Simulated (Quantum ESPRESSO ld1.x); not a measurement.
Question: The mean radii <r> (bohr) of the occupied orbitals of an atom or ion are listed with their occupations. All-electron calculation, scalar-relativistic Kohn-Sham, revPBE, spin-unpolarised, spherical densities, point nucleus. Program: ld1.x of Quantum ESPRESSO 7.5.

| orbital | occ. | <r> |
|---|---|---|
| 1s | 2 | 0.02611 |
| 2s | 2 | 0.1121 |
| 2p | 6 | 0.09821 |
| 3s | 2 | 0.2989 |
| 3p | 6 | 0.2969 |
| 3d | 10 | 0.2735 |
| 4s | 2 | 0.6937 |
| 4p | 6 | 0.7375 |
| 4d | 10 | 0.8287 |
| 5s | 2 | 1.607 |
| 5p | 2 | 1.800 |

Name the element and its charge.

Answer: Z = 55, caesium, charge +5: Cs5+ in [Kr] 4d10 5s2 5p2. The 1s radius gives Z: for a bare nucleus <r> = (2 gamma + 1)/(2Z) with gamma = sqrt(1 - (Z/c)^2), 0.02574 bohr for Z = 55, and screening makes it slightly larger (0.02611 here). The occupations add up to 50, and the charge is Z minus that.
